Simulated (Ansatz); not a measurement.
`C[B](F)[SbH][Cl]` + NH₃ → `CB(N)F` + `[Cl][SbH2]` at 298.15 K and 1 bar (cleavage of the B–Sb bond).

Isolated molecules relaxed with PBE0-D4/def2-TZVP in Ansatz; ΔE leaves out vibrations. CCSD(T)/CBS is the MP2 limit (def2-TZVPP, def2-QZVPP) plus CCSD(T) − MP2 in def2-TZVPP, frozen cores. This one scheme is used for every species. def2 core potentials past Kr. For Sb outer-core shells are correlated without core-valence functions, which leaves a few kJ/mol of doubt a bond. Each species was taken in one conformer, which may not be the lowest.

```
           species  CCSD(T)/CBS energy (Eh)  H − E (kJ/mol)  S (J/(mol·K))
`C[B](F)[SbH][Cl]`               -864.93191           156.9          389.1
               NH₃                -56.50880           100.5          192.4
          `CB(N)F`               -220.47660           202.3          296.3
      `[Cl][SbH2]`               -701.00845            49.9          278.7
```

H − E and S are ideal-gas, rigid-rotor, harmonic terms from PBE0-D4/def2-TZVP, for one conformer and one mirror image of each species. 1 Eh = 2625.50 kJ/mol, R = 8.31446 J/(mol·K).

By hand: ΔE, ΔH, ΔS and ΔG.

ΔE = (-220.47660) + (-701.00845) − (-864.93191) − (-56.50880) = -0.04434 Eh = -116.4 kJ/mol. Δ(H − E) = 202.3 + 49.9 − 156.9 − 100.5 = -5.2, so ΔH = -121.6 kJ/mol. ΔS = 296.3 + 278.7 − 389.1 − 192.4 = -6.5 J/(mol·K). ΔG = -121.6 − 298.15 × (-6.5)/1000 = -119.7 kJ/mol.

By hand: the equilibrium constant, and the temperature at which ΔG would vanish if ΔH and ΔS stayed fixed.

log₁₀ K = −ΔG/(RT ln 10) = 21.0. ΔG = 0 at ΔH/ΔS = 18708 K, far beyond where these terms or the molecules hold.

The number of gas molecules stays the same, so ΔS is small and ΔH decides. A doubt of 5 kJ/mol in ΔE shifts log₁₀ K by 0.9 here. Other conformers and mirror images would add mixing entropy, several J/(mol·K) or more a flexible species. Modes under 60 cm⁻¹, often nearly free rotors, make the harmonic entropy too high. These are equilibria of isolated gas molecules and say nothing of rates. Largest T1 diagnostic: 0.013 (customary marks: 0.02 for closed shells, 0.045 for open ones).
